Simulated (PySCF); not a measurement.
Radial density of Zn²⁹⁺ (zinc, charge +29)

UHF, 1s1, 2S determinant. Computed with PySCF 2.14 in an uncontracted even-tempered set (15 s from 35 bohr⁻², ratio 2.2; 7 p from 53 bohr⁻², ratio 2.4; 4 d from 160 bohr⁻², ratio 2.4; 3 f from 240 bohr⁻², ratio 2.4; 3 g from 360 bohr⁻², ratio 2.4), with the non-relativistic Hamiltonian (point nucleus).

```tsv
r (bohr)	4πr²ρ (e/bohr)	4πr²(ρα − ρβ)
0.000868	0.07730	0.0773
0.00146	0.2111	0.2111
0.00246	0.5625	0.5625
0.00413	1.439	1.4393
0.00695	3.438	3.4385
0.0117	7.320	7.3199
0.0197	12.83	12.8350
0.0331	16.24	16.2393
0.0556	11.87	11.8678
0.0936	3.445	3.4455
0.157	0.2116	0.2116
0.265	0.0009074	0.0009
```
